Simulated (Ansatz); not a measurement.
Geometry optimisation, RKS r2SCAN-D4/6-31G (Ansatz).

Input file:

```yaml
crystal:
  periodic: [false, false, false]
  atoms:
    - { symbol: C, position_ang: [-1.7488, -1.0472, 0.365] }
    - { symbol: Si, position_ang: [-0.1289, -0.752, 1.0372] }
    - { symbol: C, position_ang: [1.1493, -1.6865, -0.0002] }
    - { symbol: O, position_ang: [1.4536, -0.6162, -0.9864] }
    - { symbol: Si, position_ang: [1.1589, 0.6986, -0.005] }
    - { symbol: Si, position_ang: [0.0226, 2.4265, -0.947] }
    - { symbol: H, position_ang: [-2.472, -0.2414, 0.7188] }
    - { symbol: H, position_ang: [-2.1625, -1.961, 0.6354] }
    - { symbol: H, position_ang: [-1.8064, -0.9444, -0.6987] }
    - { symbol: H, position_ang: [-0.0011, -0.9302, 2.5365] }
    - { symbol: H, position_ang: [2.0986, -1.9377, 0.5692] }
    - { symbol: H, position_ang: [0.8183, -2.5932, -0.4375] }
    - { symbol: H, position_ang: [2.01491, -0.28538, -1.73178] }
    - { symbol: H, position_ang: [0.8283, 3.1603, -1.917] }
    - { symbol: H, position_ang: [-1.2058, 1.9096, -1.6283] }
    - { symbol: H, position_ang: [-0.4077, 3.4162, 0.1118] }
basis:
  gaussian: { orbitals: "6-31G" }
hamiltonian:
  xc: r2scan
  dispersion: d4
relax:
  f_tol: 0.02
  max_steps: 50
```

Launched with:

```bash
$ ansatz run input.yaml --threads 2 --pin off --max-ram 3072MiB --backend cpu --events-out ev --progress --plain --runs-dir out
```

Task: Where does it end, and by what steps?

Result: The run converged. The force dipped under the threshold on the way, but the program's further checks kept it going. Limits of this set-up: no polarisation functions. After 24 steps the energy has fallen by 3.236 eV; H12 moved furthest, 1.04 Å.

| step | energy less start (eV) | largest force component (eV/Å) | accepted |
| --- | --- | --- | --- |
| 0 | 0.0000 | 7.454 | yes |
| 1 | -1.7919 | 4.088 | yes |
| 2 | -2.7579 | 1.454 | yes |
| 3 | -3.0623 | 0.714 | yes |
| 4 | -3.1222 | 0.692 | yes |
| 5 | -3.1826 | 0.177 | yes |
| 6 | -3.1999 | 0.202 | yes |
| 7 | -3.2094 | 0.211 | yes |
| 8 | -3.2170 | 0.156 | yes |
| 9 | -3.2226 | 0.172 | yes |
| 10 | -3.2279 | 0.136 | yes |
| 11 | -3.2309 | 0.071 | yes |
| 12 | -3.2326 | 0.047 | yes |
| 13 | -3.2336 | 0.068 | yes |
| 14 | -3.2343 | 0.058 | yes |
| 15 | -3.2344 | 0.056 | yes |
| 16 | -3.2350 | 0.046 | yes |
| 17 | -3.2353 | 0.028 | yes |
| 18 | -3.2355 | 0.022 | yes |
| 19 | -3.2357 | 0.014 | yes |
| 20 | -3.2358 | 0.018 | yes |
| 21 | -3.2359 | 0.018 | yes |
| 22 | -3.2361 | 0.024 | yes |
| 23 | -3.2359 | 0.038 | no |
| 24 | -3.2362 | 0.020 | yes |

```xyz
16
Properties=species:S:1:pos:R:3
C -1.906 -0.794 0.620
Si -0.047 -0.679 1.080
C 1.057 -1.577 -0.284
O 1.896 -0.395 -0.681
Si 1.468 1.195 0.583
Si -0.021 2.197 -1.075
H -2.513 -0.256 1.358
H -2.239 -1.840 0.604
H -2.088 -0.346 -0.362
H 0.160 -1.415 2.386
H 1.713 -2.363 0.107
H 0.518 -1.925 -1.172
H 2.726 -0.572 -1.163
H 0.732 3.066 -2.058
H -0.816 1.220 -1.921
H -1.031 3.100 -0.399
```

Whether the end is a true minimum wasn't checked by a vibrational analysis.

Run time: 4.4 min on 2 threads of Arm Neoverse N1, with other jobs on the host, peak memory 0.19 GiB.
